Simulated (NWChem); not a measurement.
# CH2AlNO2; SMILES O=C=[N][AlH][OH]

```xyz
7

Al    -0.4035    -1.1559    -0.1268
H     -1.5177    -1.7961    -1.0322
N     -0.0697     0.5831    -0.2121
C      0.1766     1.7581    -0.2305
O      0.4105     2.9025    -0.2538
O      0.5396    -2.0387     0.9693
H      0.4881    -2.9799     1.1397
```
Atoms are numbered in this order, from 1.

Level: PBE0/def2-SVP (NWChem), optimised geometry, unscaled harmonic frequencies. 

```tsv
frequency (cm⁻¹)	IR intensity (km/mol)
72	0.6
115	3.3
260	14.2
358	84.6
506	216.4
506	213.3
571	84.7
641	38.2
652	40.6
697	151.8
902	192.2
1527	36.4
2007	159.7
2462	1457.4
3993	130.4
```

| Quantity | Value |
|---|---|
| zero-point energy | 21.8 kcal/mol |
| thermal correction to the enthalpy at 298.15 K (with zero-point energy) | 26.3 kcal/mol |
| heat capacity Cv | 20.0 cal/(mol K) |
| entropy at 298.15 K and 1 atm (symmetry number 1) | 78.6 cal/(mol K) |
| dipole moment | 3.33 D |

Rigid rotor and harmonic oscillator; modes under 100 cm⁻¹ make the entropy uncertain.
